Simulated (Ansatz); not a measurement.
Steps of a relaxation of C$_{2}$H$_{7}$NSi, SMILES `C[SiH2]C=N` with RKS PBE-D4/def2-SVP.

```sh
$ ansatz run in.yaml --threads 2 --pin off --events-out ev --progress --plain --max-ram 4352MiB
```

```yaml
crystal:
  periodic: [false, false, false]
  atoms:
    - {symbol: C, position_ang: [-0.904200, 1.304200, 0.024400]}
    - {symbol: Si, position_ang: [-0.108400, -0.156000, -0.660600]}
    - {symbol: C, position_ang: [1.225500, -0.754200, 0.465900]}
    - {symbol: N, position_ang: [1.330300, -1.903300, 1.049700]}
    - {symbol: H, position_ang: [-1.746600, 1.677100, -0.677000]}
    - {symbol: H, position_ang: [-1.403300, 1.159800, 0.987200]}
    - {symbol: H, position_ang: [-0.221500, 2.179600, 0.139900]}
    - {symbol: H, position_ang: [0.486900, 0.179600, -2.009900]}
    - {symbol: H, position_ang: [-1.106300, -1.218100, -0.803300]}
    - {symbol: H, position_ang: [2.097800, -0.060500, 0.678100]}
    - {symbol: H, position_ang: [0.415000, -2.465300, 0.826200]}
basis:
  gaussian: {orbitals: def2-SVP}
hamiltonian: {xc: pbe, dispersion: d4}
relax: {f_tol: 0.03, max_steps: 200}
```

Positions (Å) and forces (eV/Å) along the path, 7 of 7 steps:

```xyz
11
step=1 energy=-11540.7996 eV
C    -0.904    1.304    0.024   -1.676    2.547   -0.530
Si   -0.108   -0.156   -0.661    0.420   -0.325   -1.071
C     1.226   -0.754    0.466    1.413   -0.425    0.815
N     1.330   -1.903    1.050   -1.742   -0.574   -0.297
H    -1.747    1.677   -0.677    0.954   -0.440    0.659
H    -1.403    1.160    0.987   -0.086   -0.256    0.492
H    -0.222    2.180    0.140   -0.026   -0.222   -0.021
H     0.487    0.180   -2.010   -0.005   -0.064    0.038
H    -1.106   -1.218   -0.803   -0.450   -0.711   -0.128
H     2.098   -0.060    0.678   -0.324   -0.188   -0.211
H     0.415   -2.465    0.826    1.521    0.657    0.254
11
step=2 energy=-11540.8673 eV
C    -0.934    1.368    0.015   -0.729    1.113    0.028
Si   -0.129   -0.154   -0.643    0.299   -0.452   -0.903
C     1.238   -0.778    0.481    0.629   -0.270    0.773
N     1.287   -1.888    1.147   -0.905   -1.041   -1.676
H    -1.746    1.720   -0.681    0.344   -0.213    0.214
H    -1.414    1.218    0.999    0.006   -0.108    0.128
H    -0.228    2.221    0.118    0.036   -0.135   -0.015
H     0.472    0.144   -1.996   -0.053    0.028   -0.026
H    -1.114   -1.270   -0.796   -0.144   -0.173    0.005
H     2.100   -0.084    0.680   -0.306    0.115    0.201
H     0.534   -2.554    0.696    0.824    1.134    1.273
11
step=3 energy=-11540.8351 eV rejected
C    -0.946    1.373    0.018   -0.335    0.446    0.057
Si   -0.114   -0.159   -0.666    0.028   -0.088   -0.140
C     1.270   -0.782    0.473    0.386   -0.409    0.594
N     1.387   -1.944    1.045   -2.934   -0.479   -0.750
H    -1.746    1.719   -0.673    0.066   -0.059    0.029
H    -1.422    1.199    1.004    0.057   -0.082   -0.012
H    -0.238    2.221    0.132    0.060   -0.079   -0.009
H     0.479    0.155   -2.019    0.003   -0.013    0.025
H    -1.096   -1.292   -0.821   -0.013   -0.045    0.025
H     2.095   -0.060    0.712    0.065   -0.141   -0.237
H     0.397   -2.486    0.816    2.616    0.949    0.419
11
step=4 energy=-11541.0424 eV
C    -0.953    1.399    0.008   -0.103    0.156   -0.052
Si   -0.124   -0.155   -0.666    0.036   -0.074    0.046
C     1.254   -0.784    0.508   -0.071   -0.068   -0.073
N     1.328   -1.938    1.074   -0.420   -0.486   -0.392
H    -1.759    1.736   -0.680    0.074   -0.027    0.034
H    -1.410    1.226    1.001    0.013   -0.046    0.048
H    -0.225    2.231    0.104    0.006   -0.017   -0.001
H     0.458    0.144   -2.023    0.018   -0.014   -0.038
H    -1.124   -1.279   -0.787    0.031   -0.018   -0.023
H     2.088   -0.074    0.744   -0.086   -0.011    0.092
H     0.533   -2.563    0.740    0.501    0.605    0.360
11
step=5 energy=-11541.0470 eV
C    -0.942    1.392    0.009   -0.007   -0.051    0.039
Si   -0.124   -0.168   -0.671    0.073    0.101   -0.135
C     1.260   -0.779    0.492   -0.032    0.366    0.082
N     1.312   -1.931    1.054    0.225    0.038    0.128
H    -1.743    1.738   -0.674   -0.047    0.020    0.012
H    -1.385    1.182    1.003   -0.047    0.056    0.014
H    -0.208    2.214    0.121    0.021   -0.011   -0.005
H     0.440    0.126   -2.039    0.009   -0.028   -0.009
H    -1.104   -1.309   -0.779   -0.015   -0.007   -0.003
H     2.063   -0.052    0.773    0.058   -0.068   -0.081
H     0.496   -2.471    0.731   -0.238   -0.416   -0.040
11
step=6 energy=-11541.0610 eV
C    -0.955    1.393    0.013   -0.005    0.008   -0.006
Si   -0.124   -0.156   -0.681   -0.020   -0.016   -0.008
C     1.253   -0.783    0.487    0.036   -0.077    0.088
N     1.324   -1.928    1.072    0.037    0.113   -0.030
H    -1.749    1.752   -0.673    0.004    0.001    0.002
H    -1.417    1.184    0.999    0.010    0.012    0.003
H    -0.217    2.213    0.139   -0.011   -0.012    0.009
H     0.463    0.145   -2.037    0.011    0.002   -0.002
H    -1.112   -1.288   -0.818   -0.001   -0.004   -0.004
H     2.092   -0.078    0.713   -0.010   -0.002   -0.024
H     0.506   -2.512    0.806   -0.051   -0.025   -0.027
11
step=7 energy=-11541.0613 eV
C    -0.955    1.391    0.014   -0.006    0.003    0.001
Si   -0.124   -0.158   -0.681    0.008    0.004    0.002
C     1.253   -0.782    0.489   -0.018    0.018   -0.021
N     1.322   -1.925    1.073    0.006   -0.029    0.016
H    -1.753    1.749   -0.669    0.000    0.004   -0.001
H    -1.413    1.185    1.002    0.004    0.000   -0.001
H    -0.218    2.211    0.137   -0.003   -0.003    0.000
H     0.470    0.147   -2.034    0.001    0.001   -0.001
H    -1.111   -1.290   -0.824   -0.001   -0.006    0.000
H     2.095   -0.078    0.706    0.009    0.003    0.003
H     0.500   -2.507    0.809    0.001    0.005    0.000
```

It took 12 s on 2 threads of an Arm Neoverse V1 on a shared host, with 0.12 GiB of host memory at the peak.
